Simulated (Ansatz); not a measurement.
Input file for Ansatz (a first-principles code): R-B3LYP/def2-TZVPP on FHTe (SMILES F[TeH]), atoms moved off the minimum. Elements past Kr take the def2 small-core potentials; no spin–orbit coupling.

Ansatz 0.2 input:
```yaml
crystal:
  periodic: [false, false, false]
  atoms:
    - {symbol: Te, position_ang: [0.33162398, -0.07807183, 0.05701587]}
    - {symbol: H, position_ang: [1.27791372, -0.30837921, -0.98108772]}
    - {symbol: F, position_ang: [-1.26925776, 0.37851674, -0.97603312]}
basis:
  gaussian:
    orbitals: def2-TZVPP
hamiltonian:
  xc: {name: B3LYP}
scf: {lower_state_search: off}
output: {forces: true}
```

The head of its log:

```
WARN ansatz: RAYON_NUM_THREADS=2 ignored (pool sized by the plan → 2); use --threads N
Functional definition: B3LYP
these checks for a lower state are left out or cut short: stability, starts, cluster_reference, orbital_swaps, neighbouring_geometries, increment
integrals: 0.02 GiB planned
638 factors; their error is unknown
mean field: 0.23 GiB planned
mean field evaluation 1: about -10026.9996 eV, gradient 3.6e1 eV
mean field evaluation 2: about -10017.4134 eV, gradient 8.6e1 eV
```

Question: What total energy does the run end on?

Answer: -368.5618 hartree.
